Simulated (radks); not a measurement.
Q: All-electron atom: Rb+ in [Kr]. Method: Dirac Kohn-Sham, B86b exchange with PBE correlation, spin-unpolarised, spherical densities, finite nucleus; Fermi nuclear charge, rms radius 4.2036 fm; computed with a radial shooting solver on a logarithmic mesh with Libxc functionals.

Spin-orbit splittings of the eigenvalues, e(l+1/2) - e(l-1/2), with zeta = 2 splitting/(2l+1) and mean radii in bohr:

shell  occ.  splitting (eV)  zeta (eV)  <r> j=l-1/2  <r> j=l+1/2
2p        6           60.80      40.54       0.1522       0.1563
3p        6           9.132      6.088       0.5116       0.5220
3d       10           1.550     0.6201       0.5231       0.5269
4p        6               ?          ?        1.689        1.726

Estimate the 4p splitting.

A: 0.8876 eV (zeta = 0.5917 eV).
